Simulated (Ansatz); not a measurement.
`[SiH3][O][GeH2][O][SiH3]` and `[SiH3][O][GeH2][SH]` differ in one atom or group.

Ansatz, PBE0-D4/def2-TZVP geometries, multiplicity 1. Each molecule was computed in one conformer, which needn't be the lowest.

Scalar relativity is left out up to krypton.

| property | `[SiH3][O][GeH2][O][SiH3]` |
| --- | --- |
| HOMO energy (ωB97M-V/def2-TZVPP) / eV | -10.93 |
| HOMO–LUMO gap (PBE/def2-TZVPP) / eV | 6.12 |
| LUMO energy (PBE0/def2-TZVPP) / eV | -0.17 |
| size of the dipole moment (B3LYP/def2-TZVPP) / D | 1.06 |
| HOMO–LUMO gap (ωB97M-V/def2-TZVPP) / eV | 12.48 |
| HOMO energy (B3LYP/def2-TZVPP) / eV | -8.42 |

Question: Give the same properties after the change, and the shifts. (Estimate.)

Answer: Computed: 
```json
{"property": "HOMO energy (ωB97M-V/def2-TZVPP) / eV", "`[SiH3][O][GeH2][SH]`": "-10.00", "shift": "0.93"}
{"property": "HOMO–LUMO gap (PBE/def2-TZVPP) / eV", "`[SiH3][O][GeH2][SH]`": "5.49", "shift": "-0.63"}
{"property": "LUMO energy (PBE0/def2-TZVPP) / eV", "`[SiH3][O][GeH2][SH]`": "-0.11", "shift": "0.06"}
{"property": "size of the dipole moment (B3LYP/def2-TZVPP) / D", "`[SiH3][O][GeH2][SH]`": "1.07", "shift": "0.01"}
{"property": "HOMO–LUMO gap (ωB97M-V/def2-TZVPP) / eV", "`[SiH3][O][GeH2][SH]`": "11.63", "shift": "-0.85"}
{"property": "HOMO energy (B3LYP/def2-TZVPP) / eV", "`[SiH3][O][GeH2][SH]`": "-7.52", "shift": "0.90"}
```

With PBE0 the HOMO rises by 0.85 eV and the LUMO rises by 0.06 eV, so the gap narrows by about 0.79 eV. PBE moves the HOMO by 0.66 eV and ωB97M-V by 0.93 eV. Dipoles are sizes alone; their direction can turn.

B3LYP here is the variant with VWN-RPA as its local correlation; programs differ in this.
